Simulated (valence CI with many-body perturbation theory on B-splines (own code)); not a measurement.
Values are calculated unless marked as measured or tabulated.
# From CI to CI+MBPT in Pd XXIII

Method: relativistic CI+MBPT: six valence electrons over a frozen Dirac-Fock core [Ar], a basis of 7 s, 7 p, 8 d, 6 f, 4 g, 1 h functions for each j, with the one-electron correlation potential Σ1, the two-electron term Σ2, the three-electron term Σ3, Breit, model QED; selected CI, second order for the rest, scaled by the run's own slope (own B-spline code, finite nucleus).

No measured levels were compared; by estimate terms of the open shell hold to 2 to 4 % of their energy, and close levels can change places. Core correlation moves these levels by up to 10000 cm⁻¹, and in measured spectra 5 to 20 % of such shifts remained as error; rates that hang on mixing are uncertain with them. Among the levels kept, up to 910 cm⁻¹ of a level comes from second order outside the variational space, and about a tenth of that is noise between levels of different J, which matters for small intervals. Only levels of the ground parity were solved; by the run's estimate the other parity begins above the list, which can be wrong where configurations are misplaced.

Each rung adds one term. CI alone is the Dirac-Coulomb CI over the frozen core; QED comes last and gives the full result, which names the levels. Energies are above 3d⁶ ⁵D_4 on the same rung, in eV.

Names give the largest LS component (configuration and term), which can be under half, so a name can repeat, a term be missing and a line seem to break the LS rules; names also repeat where a configuration has a term twice. Letters in brackets count levels of one name in rising energy.

| Level | CI alone | Σ1 | Σ2 | Σ3 | Breit | QED | Full |
| --- | --- | --- | --- | --- | --- | --- | --- |
| 3d⁶ ⁵D_2 | 3.417 | +0.0184 | -0.0850 | -0.0789 | +0.0847 | +0.0041 | 3.360 |
| 3d⁶ ⁵D_3 | 3.451 | +0.0471 | +0.1064 | +0.0452 | -0.0709 | +0.0137 | 3.593 |
| 3d⁶ ⁵D_1 | 5.215 | +0.0561 | +0.0823 | -0.0133 | +0.0053 | +0.0154 | 5.361 |
| 3d⁶ ⁵D_0 | 5.412 | +0.0505 | +0.0524 | -0.0275 | +0.0411 | +0.0131 | 5.541 |
| 3d⁶ ³H_4 [a] | 9.377 | +0.0187 | -0.0926 | -0.1592 | +0.0388 | +0.0017 | 9.185 |
| 3d⁶ ³H_6 | 11.663 | +0.0476 | +0.1458 | -0.2472 | -0.3598 | +0.0096 | 11.259 |
| 3d⁶ ³H_5 | 11.679 | +0.0449 | -0.0024 | -0.1550 | -0.2065 | +0.0086 | 11.369 |
| 3d⁶ ³P_2 [a] | 11.991 | +0.0703 | -0.1307 | -0.2578 | -0.0305 | +0.0178 | 11.660 |
| 3d⁶ ³F_3 [a] | 13.747 | +0.0597 | -0.1739 | -0.1579 | -0.0822 | +0.0128 | 13.406 |
| 3d⁶ ³F_2 [a] | 14.323 | +0.0585 | -0.2928 | -0.2748 | -0.0305 | +0.0118 | 13.795 |
| 3d⁶ ³H_4 [b] | 15.818 | +0.0980 | +0.1368 | -0.2275 | -0.2606 | +0.0246 | 15.589 |
| 3d⁶ ¹S_0 [a] | 16.479 | +0.0748 | -0.2645 | -0.0250 | +0.0021 | +0.0178 | 16.284 |
| 3d⁶ ³G_5 | 17.717 | +0.1088 | +0.1042 | -0.1433 | -0.4357 | +0.0270 | 17.378 |
| 3d⁶ ³G_4 | 17.880 | +0.0891 | -0.0975 | -0.1089 | -0.2767 | +0.0206 | 17.507 |
| 3d⁶ ³D_1 | 17.955 | +0.0864 | -0.4682 | +0.0276 | -0.0278 | +0.0202 | 17.593 |
| 3d⁶ ³D_2 | 18.530 | +0.0771 | -0.4428 | -0.0146 | -0.0936 | +0.0164 | 18.073 |
| 3d⁶ ³F_3 [b] | 19.496 | +0.1067 | -0.3644 | +0.0611 | -0.2190 | +0.0253 | 19.106 |
| 3d⁶ ³D_3 | 19.726 | +0.1034 | -0.1960 | -0.0339 | -0.2110 | +0.0244 | 19.413 |
| 3d⁶ ¹I_6 | 20.295 | +0.1103 | +0.2715 | -0.2954 | -0.5574 | +0.0259 | 19.850 |
| 3d⁶ ³P_1 [a] | 21.501 | +0.1441 | -0.1429 | -0.2429 | -0.2410 | +0.0365 | 21.055 |
| 3d⁶ ³P_0 [a] | 23.153 | +0.0557 | -0.9891 | -0.0737 | +0.1403 | +0.0063 | 22.292 |
| 3d⁶ ¹F_3 | 23.872 | +0.0683 | -0.7110 | -0.1060 | -0.0266 | +0.0109 | 23.108 |
| 3d⁶ ¹G_4 [a] | 23.752 | +0.1438 | -0.0608 | -0.0826 | -0.4519 | +0.0351 | 23.336 |
| 3d⁶ ¹D_2 [a] | 25.150 | +0.1211 | -0.5121 | -0.3933 | -0.2180 | +0.0277 | 24.176 |
| 3d⁶ ³P_1 [b] | 28.124 | +0.0967 | -0.7836 | -0.0045 | +0.0219 | +0.0187 | 27.473 |
| 3d⁶ ³F_4 | 29.956 | +0.1187 | -0.4737 | -0.0776 | -0.2654 | +0.0247 | 29.283 |
| 3d⁶ ³F_2 [b] | 30.363 | +0.1213 | -0.5253 | -0.0663 | -0.1366 | +0.0249 | 29.781 |
| 3d⁶ ³P_0 [b] | 31.304 | +0.2129 | -0.1070 | -0.0376 | -0.4293 | +0.0553 | 30.998 |
| 3d⁶ ³P_2 [b] | 33.933 | +0.1658 | -0.6439 | -0.0759 | -0.3214 | +0.0383 | 33.096 |
| 3d⁶ ³F_3 [c] | 33.745 | +0.1743 | -0.4062 | -0.0729 | -0.3775 | +0.0409 | 33.104 |
| 3d⁶ ¹G_4 [b] | 34.766 | +0.1415 | -0.5122 | -0.2103 | -0.3185 | +0.0298 | 33.897 |

The middle columns are the shifts that each term adds.

Task: How does the ionisation energy move along the ladder, and which term matters most?

Result: CI alone 1051.9, + Σ1 1054.1, + Σ2 1065.1, + Σ3 1065.4, + Breit 1065.1, + QED 1065.1 eV. The largest step is Σ2, 10.9 eV. NIST lists 1065 ± 4 eV (theoretical).
